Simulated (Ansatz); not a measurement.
Molecular dynamics of AlBH$_{8}$Si$_{2}$

The input (input.yaml):

```yaml
crystal:
  periodic: [false, false, false]
  atoms:
    - { symbol: Al, position_ang: [-1.587765, 1.46831, -0.342049] }
    - { symbol: B, position_ang: [-0.134274, 0.126377, -0.0281] }
    - { symbol: Si, position_ang: [-0.08566, -0.963955, 1.59935] }
    - { symbol: Si, position_ang: [1.300331, -0.155917, -1.332534] }
    - { symbol: H, position_ang: [-2.822537, 1.095498, -1.114385] }
    - { symbol: H, position_ang: [-1.464581, 2.870747, 0.185967] }
    - { symbol: H, position_ang: [0.468493, -2.285046, 1.405776] }
    - { symbol: H, position_ang: [-1.371617, -1.128498, 2.238601] }
    - { symbol: H, position_ang: [0.766391, -0.283768, 2.552448] }
    - { symbol: H, position_ang: [1.547102, 0.979153, -2.192808] }
    - { symbol: H, position_ang: [0.894433, -1.247207, -2.193612] }
    - { symbol: H, position_ang: [2.566584, -0.530793, -0.744553] }
magnetization:
  spin_polarized: true
basis:
  gaussian: { orbitals: STO-3G }
hamiltonian:
  xc: pbe0
  dispersion: d4
md:
  timestep: 0.5
  n_steps: 136
  ensemble: nvt_nose_hoover
  temperature: 700.0
  initial_velocities: maxwell_boltzmann
  seed: 492484
  nose_hoover: { tau: 50.0, chain_length: 3 }
```

Command:

```bash
$ ansatz run input.yaml --threads 1 --pin off --max-ram 2048MiB --backend cpu --events-out ev --progress --plain --runs-dir out
```

It starts from a relaxed structure.

Output, in part (step lines, the closing report, with atoms numbered from 0):

```
md step     0: t =     0.00 fs  T =   700.0 K  F+E_penalty+E_count = -22876.37160221 eV  E_kin = 0.904820 eV  conserved = -22875.46678221 eV  (22 SCF iters)
[... lines left out ...]
Total energy: -22875.81515598 eV, -840.6707011978 hartree
Atom 0 at    -1.562781     1.478246    -0.372268 Å, force     0.111045    -1.007481     0.350517 eV/Å
Atom 1 at    -0.073988     0.155331     0.061027 Å, force    -0.117897     0.303683    -0.689576 eV/Å
Atom 2 at    -0.099561    -0.980909     1.701350 Å, force     0.063624    -0.396965    -1.953202 eV/Å
Atom 3 at     1.278212    -0.149183    -1.426264 Å, force     0.220078     0.212817     1.887581 eV/Å
Atom 4 at    -2.792196     0.869186    -1.022200 Å, force     0.189810     0.325041     0.001269 eV/Å
Atom 5 at    -1.542737     2.901570     0.072537 Å, force    -0.025852     0.306437    -0.081014 eV/Å
Atom 6 at     0.822486    -2.042615     1.294295 Å, force     0.053603     0.200940     1.150676 eV/Å
Atom 7 at    -1.382705    -1.675903     1.695531 Å, force     0.147128     0.376731     0.354898 eV/Å
Atom 8 at     0.126686    -0.279419     2.955629 Å, force     0.134967    -0.378503    -0.171455 eV/Å
Atom 9 at     1.749219     1.177429    -1.800864 Å, force    -0.458266    -0.288616    -0.713552 eV/Å
Atom 10 at     0.754854    -1.040568    -2.449998 Å, force     0.038567     0.574785    -0.155750 eV/Å
Atom 11 at     2.536978    -0.731311    -0.984856 Å, force    -0.356807    -0.228870     0.019608 eV/Å
Dipole moment:    -0.061540     0.121193     0.029647 e Å
```

The steps, from the saved trajectory:

| time (fs) | T (K) | potential energy less start (eV) | conserved less start (meV/atom) |
| --- | --- | --- | --- |
| 0.0 | 700 | 0.000 | 0.00 |
| 2.0 | 615 | 0.110 | 0.06 |
| 4.0 | 468 | 0.301 | 0.10 |
| 6.0 | 352 | 0.452 | 0.07 |
| 8.0 | 239 | 0.600 | 0.11 |
| 10.0 | 204 | 0.646 | 0.15 |
| 12.0 | 302 | 0.522 | 0.06 |
| 14.0 | 379 | 0.426 | 0.05 |
| 16.0 | 390 | 0.417 | 0.08 |
| 18.0 | 374 | 0.444 | 0.05 |
| 20.0 | 295 | 0.552 | 0.08 |
| 22.0 | 211 | 0.667 | 0.15 |
| 24.0 | 251 | 0.620 | 0.11 |
| 26.0 | 363 | 0.483 | 0.08 |
| 28.0 | 473 | 0.353 | 0.09 |
| 30.0 | 575 | 0.238 | 0.05 |
| 32.0 | 587 | 0.240 | 0.03 |
| 34.0 | 484 | 0.393 | 0.10 |
| 36.0 | 370 | 0.553 | 0.10 |
| 38.0 | 272 | 0.692 | 0.11 |
| 40.0 | 204 | 0.789 | 0.15 |
| 42.0 | 246 | 0.743 | 0.12 |
| 44.0 | 343 | 0.629 | 0.08 |
| 46.0 | 407 | 0.564 | 0.09 |
| 48.0 | 444 | 0.534 | 0.08 |
| 50.0 | 435 | 0.564 | 0.08 |
| 52.0 | 373 | 0.663 | 0.14 |
| 54.0 | 359 | 0.695 | 0.13 |
| 56.0 | 397 | 0.661 | 0.11 |
| 58.0 | 438 | 0.625 | 0.12 |
| 60.0 | 507 | 0.554 | 0.11 |
| 62.0 | 566 | 0.496 | 0.07 |
| 64.0 | 543 | 0.544 | 0.13 |
| 66.0 | 537 | 0.569 | 0.13 |
| 68.0 | 559 | 0.556 | 0.10 |

All steps were run. The conserved energy stayed within 0.15 meV per atom of its start (net change 0.096 meV per atom), so the integration is sound. The mean temperature of the second half is 41 % below the set value. A run of 0.068 ps of so small a system gives no equilibrium averages. Limits of this set-up: minimal basis.

The same pairs are bonded in the first frame and the last. Pairs count as bonded within 1.25 times the sum of covalent radii (0.12 Å more for H–H).

Last frame:

```xyz
12
Properties=species:S:1:pos:R:3
Al -1.563 1.478 -0.372
B -0.074 0.155 0.061
Si -0.100 -0.981 1.701
Si 1.278 -0.149 -1.426
H -2.792 0.869 -1.022
H -1.543 2.902 0.072
H 0.823 -2.043 1.294
H -1.383 -1.676 1.696
H 0.127 -0.279 2.956
H 1.749 1.177 -1.801
H 0.755 -1.041 -2.450
H 2.537 -0.731 -0.985
```

The run took 6.5 min on 1 thread of Intel(R) Xeon(R) Platinum 8488C (Sapphire Rapids), with other jobs on the host, peak memory 0.22 GiB.
